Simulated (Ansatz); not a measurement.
The cluster RuF₃⁺. The state is a triplet with charge 1. Geometry PBE0-D4/def2-TZVP, that of the neutral doublet; atoms count from 1.

Cartesian coordinates in Å:
```
Ru 0.0007 0.0012 -0.0001
F -1.2194 0.0070 1.3445
F 0.1872 1.4592 -1.0663
F 1.0316 -1.4674 -0.2781
```

In the def2 sets Ru takes a core potential; there is no spin–orbit coupling. The structure comes from a short search, and lower isomers may exist.

(1) Estimate the Mulliken populations from the PBE0/def2-TZVP orbitals of Ansatz.

(2) Where does the spin sit?

(3) And the Mayer bond orders between heavy atoms (over 0.3)?

Results:

(1) 
| atom | charge (e) | spin (α − β) | d electrons |
| --- | --- | --- | --- |
| Ru1 | 1.77 | 1.89 | 5.82 |
| F2 | -0.26 | -0.01 | – |
| F3 | -0.25 | 0.14 | – |
| F4 | -0.26 | -0.01 | – |
Mulliken values depend strongly on the basis.

(2) Summed by element: Ru 1.89, F 0.11, of 2 unpaired in all. Largest on single atoms: Ru1 1.89, F3 0.14, F4 -0.01.

(3) Ru1–F2 1.00 (1.82 Å); Ru1–F3 1.06 (1.82 Å); Ru1–F4 1.00 (1.82 Å).
